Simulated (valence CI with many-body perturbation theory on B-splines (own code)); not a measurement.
## Tc12+: what each term of the Hamiltonian does

Computed by valence CI with perturbative core correlation (CI+MBPT): three valence electrons over a frozen Dirac-Fock core [Ar] 3d10, radial functions for each j: 11 s, 11 p, 9 d, 7 f, 5 g, 2 h, 1 i, with the one-electron correlation potential Σ1 (screened to all orders), the two-electron term Σ2, the three-electron term Σ3, Breit, model QED; selected single and double excitations, second order for the rest, scaled by the run's own slope (own B-spline code, finite nucleus).

No measured levels were compared; by estimate levels hold to about 250 cm⁻¹ or 0.2 % of their energy and the worst to 1 %, as in measured heavy ions of charge 2 to 7; those with d or f electrons hold less well.

Each rung adds one term. CI alone is the Dirac-Coulomb CI over the frozen core; QED comes last and gives the full result, which names the levels. Energies are above 4s2.4p 2P°_1/2 on the same rung, in cm⁻¹.

Names give the largest LS component (configuration and term), which can be under half, so a name can repeat, a term be missing and a line seem to break the LS rules; names also repeat where a configuration has a term twice. Letters in brackets count levels of one name in rising energy.

| Level | CI alone | Σ1 | Σ2 | Σ3 | Breit | QED | Full |
| --- | --- | --- | --- | --- | --- | --- | --- |
| 4s2.4p 2P°_3/2 | 33389 | +508 | +143 | +3 | -546 | +67 | 33564 |
| 4s.4p2 4P_1/2 | 210260 | +787 | +2726 | +49 | +291 | -751 | 213360 |
| 4s.4p2 4P_3/2 | 226693 | +1092 | +3013 | +58 | -52 | -708 | 230095 |
| 4s.4p2 4P_5/2 | 241304 | +1252 | +2808 | +54 | -241 | -687 | 244490 |
| 4s.4p2 2D_3/2 | 283251 | +1297 | +716 | +17 | -192 | -665 | 284423 |
| 4s.4p2 2D_5/2 | 291539 | +1514 | +1214 | +26 | -475 | -633 | 293185 |
| 4s.4p2 2P_1/2 | 322774 | +1245 | -3660 | -58 | +58 | -729 | 319629 |
| 4s.4p2 2S_1/2 | 356015 | +1701 | -3528 | -59 | -464 | -662 | 353003 |
| 4s.4p2 2P_3/2 | 364990 | +1739 | -5611 | -43 | -477 | -666 | 359933 |
| 4s2.4d 2D_3/2 | 461451 | +1832 | -3823 | -12 | -1001 | -33 | 458413 |
| 4s2.4d 2D_5/2 | 466673 | +1935 | -3757 | -10 | -1207 | -14 | 463619 |
| 4p3 4S°_3/2 [a] | 532073 | +1989 | -1331 | +31 | +296 | -1447 | 531612 |
| 4p3 4S°_3/2 [b] | 549359 | +2376 | -919 | +50 | -145 | -1384 | 549338 |
| 4p3 2D°_5/2 | 550388 | +2381 | +960 | +58 | -245 | -1330 | 552212 |
| 4p3 2P°_1/2 | 591281 | +2483 | -1927 | -16 | -171 | -1370 | 590281 |
| 4p3 2P°_3/2 | 607272 | +2838 | -1126 | +5 | -624 | -1292 | 607073 |
| 4s.4p.4d 4F°_3/2 | 624893 | +2305 | +2911 | +108 | -562 | -773 | 628881 |
| 4s.4p.4d 4F°_5/2 | 631875 | +2402 | +2861 | +109 | -711 | -756 | 635780 |
| 4s.4p.4d 4F°_7/2 | 642850 | +2575 | +2850 | +110 | -951 | -731 | 646702 |

The middle columns are the shifts that each term adds.

**Question.** How does the ionisation energy move along the ladder, and which term matters most?

**Answer.** CI alone 262.11, + Σ1 263.29, + Σ2 263.08, + Σ3 263.06, + Breit 262.89, + QED 262.90 eV. The largest step is Σ1, 1.18 eV. NIST lists 262.08 ± 0.12 eV (semi-empirical), further off than its uncertainty and the later steps.
